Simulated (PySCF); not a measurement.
# Correlation energy of Ar⁶⁺ (argon, charge +6)

[Ne] 3s2, closed-shell 1S. Computed with PySCF 2.14 in an even-tempered Gaussian basis (17 s from 0.25 bohr⁻², ratio 2.5; 12 p from 0.33 bohr⁻², ratio 2.5; 5 d from 1.6 bohr⁻², ratio 2.7; 5 f from 2.3 bohr⁻², ratio 2.7), with the non-relativistic Hamiltonian (point nucleus). Frozen: 1s2; 10 electrons correlated; the 20 highest virtual orbitals of each spin left out.

```
  level  correlation energy (mhartree)
   CCSD                        -378.50
    (T)                          -2.95
CCSD(T)                        -381.45
```

Diagnostics: T1 = 0.0025, D1 = 0.0076, largest double amplitude 0.101.

Cost of the coupled-cluster step: of the order of 6 core-seconds, for 10 correlated electrons.

Iterations:

```
CC2 = 0
CCSD nocc = 5, nmo = 92
frozen orbitals [0, 93, 94, 95, 96, 97, 98, 99, 100, 101, 102, 103, 104, 105, 106, 107, 108, 109, 110, 111, 112]
max_cycle = 100
direct = 0
conv_tol = 1e-08
conv_tol_normt = 1e-06
diis_space = 8
diis_start_cycle = 0
Init t2, MP2 energy = -516.041430822224  E_corr(MP2) -0.362726240424156
Init E_corr(CCSD) = -0.362726240424195
cycle = 1  E_corr(CCSD) = -0.372975773063481  dE = -0.0102495326  norm(t1,t2) = 0.0347182
cycle = 2  E_corr(CCSD) = -0.376566232097342  dE = -0.00359045903  norm(t1,t2) = 0.0136045
cycle = 3  E_corr(CCSD) = -0.378504760873532  dE = -0.00193852878  norm(t1,t2) = 0.00546361
cycle = 4  E_corr(CCSD) = -0.378501246794785  dE = 3.51407875e-06  norm(t1,t2) = 0.000160779
cycle = 5  E_corr(CCSD) = -0.378499052363968  dE = 2.19443082e-06  norm(t1,t2) = 6.34968e-06
cycle = 6  E_corr(CCSD) = -0.378499444997031  dE = -3.92633063e-07  norm(t1,t2) = 5.27962e-07
cycle = 7  E_corr(CCSD) = -0.378499423101019  dE = 2.18960122e-08  norm(t1,t2) = 5.78039e-08
cycle = 8  E_corr(CCSD) = -0.378499425132258  dE = -2.03123901e-09  norm(t1,t2) = 1.01978e-08
CCSD converged
E(CCSD) = -516.0572040069325  E_corr = -0.3784994251322576
CCSD(T) correction = -0.00294844386212134
```
